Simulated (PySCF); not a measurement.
A species of formula C5H6Ge has this rotational fingerprint, computed with PBE0-D3(BJ)/def2-SVP geometry optimisation, gas phase in PySCF 2.14.0:

```
Rotational constants : A = 9736, B = 801.1, C = 750.7 MHz
Dipole components    : |μa| = 0.62 D, |μb| = 0.72 D, |μc| = 0.00 D
Inertial defect      : -9.59 u·Å²
κ                    : -0.99
```

Question: Which candidate fits, each taken in the one conformer that was computed?
A. `C#[C][GeH2][C]#CC`
B. `C#CC#[C][GeH2][CH3]`

Answer: B. It is C#CC#[C][GeH2][CH3], a near-prolate asymmetric top, point group Cs. The candidates at the same level (rigid rotor, commonest isotopes):

```
             SMILES  A (MHz)  B (MHz)  C (MHz)  μa (D)  μb (D)  μc (D)  Δ (u·Å²)  point group                        rotor
C#CC#[C][GeH2][CH3]     9736    801.1    750.7    0.62    0.72    0.00     -9.59           Cs  near-prolate asymmetric top
  C#[C][GeH2][C]#CC     4604     1111    910.5    1.24    0.49    0.00     -9.60            –               asymmetric top
```

`C#[C][GeH2][C]#CC` has A 53 % too low. In the right answer the mirror of this Cs structure is the ab plane, so μc vanishes by symmetry (the 0.01 D computed is a residue). No structure here is proved a minimum.
